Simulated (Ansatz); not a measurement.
A structure relaxed at PBE-D4/def2-SVP in Ansatz, charge 1, doublet:

```xyz
8

Be   -0.491    0.636   -1.313
Be   -0.525    0.780    1.042
Be   -0.616   -1.260    0.088
Be    1.489   -0.218    0.325
S     0.382   -0.890    1.864
S     0.983    1.731   -0.286
S     0.865   -0.954   -1.544
S    -2.086    0.174   -0.176
```

(1) Give its formula and point group.

(2) Summarise the bond lengths by kind (pairs closer than 1.2 times the sum of covalent radii, bridged metal pairs left out).

Results:

(1) Be4S4⁺. Point group C2v (tolerance 0.1 Å).

(2) 12 × Be–S 2.01 to 2.23 Å.

The structure comes from a short search, and lower isomers may exist.
